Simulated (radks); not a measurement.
Pt LXXIII, configuration [He] 2s2 2p2 (the NIST ground configuration).

Method: non-relativistic Kohn-Sham, TPSS, spin-polarised, spherical densities, point nucleus; open shells are filled with parallel spins first (spin-orbit coupling, left out, can overturn this in heavy ions); meta-GGA in the generalised Kohn-Sham scheme; relativity is left out, which matters for an element this heavy; computed with a radial shooting solver on a logarithmic mesh with Libxc functionals.

Energy parts (eV):
total: -241498.66
kinetic: 241493.45
electron-nucleus: -489740.45
Hartree: 9071.75
exchange-correlation: -2323.41

Orbitals (lengths in bohr, moments of r in powers of bohr; r(90%) holds 90 % of the orbital's charge):
orbital  occ.  eigenvalue (eV)  r(90%)  <1/r>
1s up       1        -79199.85  0.0344  77.57
1s down     1        -79155.81  0.0344  77.61
2s up       1        -18838.40   0.120  18.93
2s down     1        -18768.65   0.121  18.88
2p up       2        -18597.23   0.106  18.87
2p down     0        -18504.52   0.107  18.84

The highest occupied level is 2p up at -18597.2 eV. The electron density at the nucleus is 3.343e+05 e/bohr^3. For comparison, the ionisation energy in NIST's Atomic Spectra Database is 20840 eV (theoretical). In exact Kohn-Sham theory the highest level is minus the ionisation energy, but local and semilocal functionals leave it too shallow, through self-interaction and a potential that decays too fast; potentials with the right tail come closer.
